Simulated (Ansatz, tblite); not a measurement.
Cost and result up the ladder for In2Se3 (the lowest singlet isomer of a short search) (5 atoms). The state is a singlet with charge 0. Geometry: B3LYP-D4/def2-SVP.

```xyz
5

In    2.426   -0.287    0.013
In   -1.343    1.560    0.902
Se   -0.068   -1.169    1.417
Se   -1.203   -0.914   -0.692
Se    0.187    0.811   -1.639
```

Ansatz on 4 threads of Arm Neoverse V1 on a shared host; xTB runs through tblite on one thread. Times are rough, summed over both states, and most runs start from the orbitals of an earlier one. PBE0-D4/def2-TZVP serves as the yardstick here, not as an exact answer. The other state is a doublet.

In the def2 sets In takes a core potential; there is no spin–orbit coupling. The xTB rows come from tblite. The structure comes from a short search, and lower isomers may exist.

Raw xTB energies of ions are shifted by several eV.

```tsv
level	functions	wall time
GFN1-xTB	45	0.012 s
GFN2-xTB	45	0.013 s
PBE-D4/def2-TZVP	244	17 s
r2SCAN-D4/def2-TZVP	244	36 s
PBE0-D4/def2-TZVP	244	42 s
```

Estimate what each level gives for the vertical IE (eV).


| level | vertical IE (eV) | difference from PBE0-D4/def2-TZVP (eV) |
| --- | --- | --- |
| GFN1-xTB | 10.64 | 3.43 |
| GFN2-xTB | 11.64 | 4.43 |
| PBE-D4/def2-TZVP | 7.02 | -0.19 |
| r2SCAN-D4/def2-TZVP | 7.18 | -0.03 |
| PBE0-D4/def2-TZVP | 7.21 | 0.00 |
